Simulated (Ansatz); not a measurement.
The cluster Mg₃N₂, relaxed as a singlet with RKS PBE-D4/def2-SVP in Ansatz, starting from the GFN2-xTB geometry. Force threshold 0.02 eV/Å.

The structure comes from a short search, and lower isomers may exist.

Start:

```xyz
5

Mg   -0.7370    1.5356   -0.7193
Mg   -1.2516   -0.0469    1.3576
Mg    1.1998   -0.8844   -0.3713
N    -0.0884   -1.4067    0.9345
N     0.8773    0.8024   -1.2014
```

Task: Estimate the energy that the relaxation releases and the steps that it takes.

Result: 118.0 kcal/mol, in 57 steps; 83 s on 4 threads of Arm Neoverse N1 on a shared host. The force fell under the threshold at step 30, but the optimiser went on and released 0.450 eV more. No frequencies were taken in this run, so the end may be a saddle point.

Task: Does the start keep its bonding?

Result: Bonds lost: Mg1–Mg2, Mg1–N5, Mg2–N4, Mg3–N4, Mg3–N5 (atoms count from 1). Bonds formed: N4–N5 (atoms count from 1). Metal–metal contacts that move far: Mg2–Mg3 3.11 to 3.63 Å, Mg1–Mg3 3.12 to 3.63 Å. The end holds 2 separate pieces.

Task: Predict the relaxed structure.

Result: 
Cartesian coordinates in Å:
```
Mg -0.545 2.078 0.940
Mg -1.568 -1.400 1.187
Mg 1.941 -0.510 1.504
N 0.132 -0.632 -1.719
N 0.040 0.464 -1.912
```
Bond lengths (bridged metal pairs left out): 1 × N–N 1.12 Å.
